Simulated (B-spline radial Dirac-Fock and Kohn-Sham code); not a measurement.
# Run log: Ti⁷⁺

ΔSCF core binding energies without Breit or QED terms, calculated with a B-spline atomic structure program. Keys: rel is the Hamiltonian (dirac, or spin-free x2c and nr, where L3 and M5 stand for the whole 2p and 3d shells), method is hf or an exchange,correlation pair (spin-unpolarised, also for the hole states), nuc the nuclear model, radius_factor scales its radius, rmax is the box in bohr, h the logarithmic mesh step, order the B-spline order, points the quadrature points per cell, c_factor scales the speed of light, and damp, ndamp, maxit and tol steer the iteration. The run stops when the commutator error falls below 10·tol·max(1, Z/10), or the numerical noise floor, and the energy has settled to about 1e-8 Ha; the virial ratio is −V/T.

Input (task.json):

```json
{"items": [{"Z": 22, "q": 7, "cfg": [[1, 0, 2], [2, 0, 2], [2, 1, 6], [3, 0, 2], [3, 1, 3]], "A": 48, "rrms": 3.5921, "do": "settings", "holes": ["K", "L3", "M5"],
  "settings": [{"rel": "dirac", "method": "hf", "nuc": "fermi", "radius_factor": 1.0, "rmax": 45.0, "h": 0.3, "order": 8, "points": 10, "c_factor": 0.0405, "maxit": 87, "damp": 0.5, "ndamp": 3, "tol": 1e-08}]}]}
```

Command: `python xray2_run.py task.json out`

Ground-state iterations:

```
iter   energy (Ha)        error
   1     -606.65761874  7.03e-01
   2     -608.98366901  1.35e-01
   3     -609.06242119  4.73e-02
   4     -609.06521715  2.95e-02
   5     -609.06305244  1.35e-02
   6     -609.06334878  4.60e-03
   7     -609.06336150  7.29e-04
   8     -609.06336207  5.02e-05
   9     -609.06336208  5.03e-06
  10     -609.06336208  3.57e-07
  11     -609.06336208  8.91e-08
```

The ground state converged in 11 iterations, with total energy -609.06336 Ha, virial ratio 1.15231 and highest orbital energy -110.05 eV. ΔSCF binding energies: K (1s) 698.3 eV, L3 (2p3/2) 779.7 eV. Holes are computed only in closed shells, and unreliable hole states are left out.

Task: One setting is unsound. Which, and why?

Result: c_factor makes c so small that Zα exceeds 1, so any numbers that come out have no meaning. With the default settings (Dirac Hartree-Fock): The ground state converged in 9 iterations, with total energy -836.42019 Ha, virial ratio 1.98935 and highest orbital energy -165.68 eV. ΔSCF binding energies: K (1s) 5136.0 eV, L3 (2p3/2) 614.2 eV. Holes are computed only in closed shells, and unreliable hole states are left out.
